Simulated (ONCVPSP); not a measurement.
# Transferability test, ONCV potential for Si

```
Element                 : silicon
Generator               : ONCVPSP 4.0.1
Type                    : optimised norm-conserving Vanderbilt (ONCV)
Functional              : PBE
Relativity              : non-relativistic
Frozen core             : [He]
Valence charge          : 12
Reference configuration : 2s2 2p6 3s2 3p2
Partial waves           : 2s+3s: rc 0.95 bohr, ncon 5, nbas 9, qcut 14.1 1/bohr, 2 projectors; 2p+3p: rc 1.10 bohr, ncon 4, nbas 9, qcut 10.5 1/bohr, 2 projectors; d scattering state at 0.18 Ha: rc 0.95 bohr, ncon 3, nbas 6, qcut 10.1 1/bohr, 2 projectors, debl 1.7 Ha
Local potential         : polynomial inside 0.90 bohr (lpopt 5, dvloc0 1 Ha)
Core correction         : polynomial model core, fcfact 0.55
```

Energies are relative to the spin-unpolarised reference configuration 2s2 2p6 3s2 3p2; without spin polarisation the order of configurations can differ from experiment. Not all tests gave a result: 1 of 4 tests not solved or not reliable.

```
valence configuration  charge  ΔE all-electron (eV)  error AE − PS (meV)
      2s2 2p6 3s2 3p1      +1                 7.751                 +0.4
      2s2 2p6 3s2 3p0      +2                23.756                 +3.4
      2s2 2p6 3s1 3p0      +3                57.658                 +1.7
```

Levels in the configuration 2s2 2p6 3s2 3p0:

| level | all-electron (eV) | pseudo (eV) |
| --- | --- | --- |
| 2s | -160.144 | -160.108 |
| 2p | -116.940 | -116.825 |
| 3s | -28.478 | -28.476 |
